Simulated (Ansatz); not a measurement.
Ga₅P₄H₁₆⁻, a cluster cut from zinc blende GaP (hydrogen-capped). Total charge -1; singlet. Geometry PBE-D4/def2-SVP.

Cartesian coordinates in Å:
```
Ga 0.811 -2.718 -0.859
Ga 1.525 0.939 -2.358
Ga -2.269 -0.071 -1.250
Ga -1.135 -0.931 2.573
Ga -0.426 2.728 1.074
P -0.077 -0.793 -1.968
P 0.795 -1.881 1.429
P 1.539 1.957 -0.144
P -1.742 0.734 0.967
H 2.330 -2.988 -1.245
H -0.235 -3.914 -0.852
H 2.986 0.364 -2.614
H 0.935 2.067 -3.310
H -3.210 -1.347 -1.121
H -2.718 1.163 -2.148
H -2.197 -2.113 2.609
H -0.604 -0.294 3.930
H -1.038 3.873 0.157
H 0.047 3.059 2.556
H -0.299 -1.294 -3.295
H 1.317 -2.921 2.266
H 1.897 -0.979 1.584
H 2.466 3.049 -0.186
H 2.309 1.123 0.728
H -3.006 1.187 1.475
```

Single mean-field runs in def2-TZVP are fitted with def2-universal-jkfit.

Estimate the orbital energies around the gap (eV) in Ansatz with HF/STO-3G, PBE-D4/def2-SVP, PBE-D4/def2-TZVP, r2SCAN-D4/def2-TZVP, ωB97X-V/def2-TZVP.


| orbital | HF/STO-3G | PBE-D4/def2-SVP | PBE-D4/def2-TZVP | r2SCAN-D4/def2-TZVP | ωB97X-V/def2-TZVP |
| --- | --- | --- | --- | --- | --- |
| HOMO−9 | -2.68 | -4.10 | -4.20 | -4.52 | -7.87 |
| HOMO−8 | -2.68 | -3.99 | -4.07 | -4.39 | -7.70 |
| HOMO−7 | -2.67 | -3.94 | -4.04 | -4.37 | -7.67 |
| HOMO−6 | -2.56 | -3.56 | -3.64 | -3.96 | -7.24 |
| HOMO−5 | -2.53 | -3.52 | -3.61 | -3.88 | -6.88 |
| HOMO−4 | -2.48 | -3.36 | -3.43 | -3.72 | -6.76 |
| HOMO−3 | -2.44 | -3.16 | -3.24 | -3.51 | -6.49 |
| HOMO−2 | -2.19 | -2.97 | -3.05 | -3.32 | -6.30 |
| HOMO−1 | -2.12 | -2.95 | -3.03 | -3.30 | -6.27 |
| HOMO | -2.00 | -2.91 | -3.00 | -3.27 | -6.26 |
| LUMO | 11.43 | 1.67 | 1.31 | 1.43 | 3.98 |
| LUMO+1 | 11.71 | 1.97 | 1.83 | 2.11 | 4.37 |
| LUMO+2 | 11.96 | 2.30 | 2.15 | 2.37 | 4.72 |
| LUMO+3 | 12.24 | 2.44 | 2.16 | 2.43 | 4.86 |
| LUMO+4 | 13.81 | 2.47 | 2.28 | 2.57 | 4.90 |
| LUMO+5 | 14.09 | 2.70 | 2.44 | 2.63 | 5.25 |
